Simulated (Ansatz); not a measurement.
Total energies of GeICl3 from Ansatz at PBE0-D4/def2-TZVP, gas phase (1 Eh = 27.2114 eV = 2625.5 kJ/mol). The reference geometry is relaxed at PBE0-D4/def2-SVP.

```xyz
5

Ge   -0.034   -0.007    0.033
I     1.716    0.342   -1.692
Cl   -0.451    1.820    1.054
Cl    0.608   -1.449    1.469
Cl   -1.839   -0.706   -0.864
```

```json
{"state": "charge 0 singlet", "geometry": "reference", "energy (Eh)": "-3754.84085"}
{"state": "charge 1 doublet", "geometry": "reference", "energy (Eh)": "-3754.45708"}
{"state": "charge 1 doublet", "geometry": "relaxed at PBE0-D4/def2-SVP", "energy (Eh)": "-3754.47059"}
{"state": "free Ge atom (triplet)", "geometry": "–", "energy (Eh)": "-2076.65516"}
{"state": "free I atom (doublet)", "geometry": "–", "energy (Eh)": "-297.69312"}
{"state": "free Cl atom (doublet)", "geometry": "–", "energy (Eh)": "-459.99739"}
```

In the def2 sets I takes a core potential; there is no spin–orbit coupling.

Task: Work out the vertical ionisation energy to the doublet.

Result: E(charge 1 doublet) − E(charge 0 singlet) = -3754.45708 − (-3754.84085) = 0.38377 Eh = 10.44 eV. For comparison, −ε of the highest occupied level is 8.44 eV at this level, 2.00 eV less.

Task: How much does the charge 1 doublet relax, and what is the adiabatic ionisation energy?

Result: Relaxation: -3754.45708 − (-3754.47059) = 0.01351 Eh = 0.37 eV. Adiabatic ionisation energy: 0.37026 Eh = 10.08 eV, without zero-point energy. 

Task: What is the binding energy per atom against free atoms?

Result: Atoms: 1 × (-2076.65516) + 1 × (-297.69312) + 3 × (-459.99739) = -3754.34045 Eh. Binding: -3754.34045 − (-3754.84085) = 0.50040 Eh = 13.62 eV, or 2.72 eV for each of 5 atoms (no zero-point energy, no counterpoise term).
